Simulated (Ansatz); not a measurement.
Basis-set extrapolation for `C=NB(F)[SiH3]` (PBE0-D4/def2-TZVP geometry, frozen core, the Gaussian-basis code of Ansatz). Multiplicity 1, RHF reference.

```csv
,def2-TZVPP,def2-QZVPP
HF,-508.435955,-508.454665
MP2 correlation,-0.825638,-0.889500
CCSD(T) correlation,-0.899968,not run
```

Energies in hartree. Use E(X) = E(∞) + A·exp(−7.88·√X) for Hartree–Fock and E(X) = E(∞) + B·X^(−2.97) for correlation, with X = 3 and 4, and add CCSD(T) minus MP2 of the smaller set to the MP2 limit.

**Question.** What is the CCSD(T) energy at the basis-set limit?

**Answer.** HF limit: -508.454665 + (-0.018710) × 0.13774 = -508.45724. MP2 limit: -0.889500 + (-0.063862) × 0.74074 = -0.93681. Higher-order term: -0.899968 − (-0.825638) = -0.07433. Total: -509.46838 hartree, 347.8 kJ/mol below CCSD(T)/def2-TZVPP.
